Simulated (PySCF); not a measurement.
Computed data sheet: `[SiH3]OC1=CC=C(Br)C=C1`

Species: C6H7BrOSi.
Bonds: Si1–O2, O2–C3, C3–C4 (aromatic), C4–C5 (aromatic), C5–C6 (aromatic), C6–Br7, C6–C8 (aromatic), C8–C9 (aromatic), C3–C9 (aromatic). Hydrogens: H10, H11, H12 on Si1; H13 on C4; H14 on C5; H15 on C8; H16 on C9.

Structural features include: benzene ring, C–Br bond and Si–H bond.

**PBE0-D3(BJ)/def2-SVP geometry optimisation, gas phase (PySCF)**

```
Point group                  : Cs
Rotational constants A, B, C : 4.417, 0.338, 0.315 GHz
```

B3LYP/def2-SVPD ground state and vertical TDDFT (core frozen in the response) (PySCF):

```
Dipole moment                                                     : 2.15 D
HOMO energy                                                       : -6.43 eV
LUMO energy                                                       : -0.93 eV
HOMO–LUMO gap                                                     : 5.50 eV
Lowest singlet excitation                                         : 4.77 eV (260 nm, f = 0.020)
Strongest line among the 6 lowest singlet transitions             : S3 at 5.42 eV (229 nm, f = 0.285)
Static isotropic polarisability                                   : 125.3 au
Electronic spatial extent ⟨r²⟩ about the centre of nuclear charge : 3072 bohr²
```

Monoisotopic mass (most abundant isotopes): 201.9450 u.

The 6 singlets span 4.77 to 6.22 eV, and their oscillator strengths add up to 0.32. The principal polarisabilities are 80.3, 114.8 and 180.8 au; their mean is the isotropic value. The largest Löwdin shares of the LUMO are 0.19 on C5, 0.19 on C9, 0.18 on C8 and 0.17 on C4. With B = h/(8π²I), that is 505.379 GHz u Å² over I, the principal moments of inertia are 114.4, 1496.0 and 1604.4 u Å² (most abundant isotopes); the inertial defect Ic − Ia − Ib is -6.0 u Å² (zero for a rigid planar frame, negative otherwise).

The calculation is non-relativistic and has no spin–orbit coupling, an omission that weighs most on bromine.

Conformer computed: `[SiH3:1][O:2][c:3]1[cH:4][cH:5][c:6]([Br:7])[cH:8][cH:9]1`: Si1–O2–C3–C4 1°.

One conformer stands for the species.
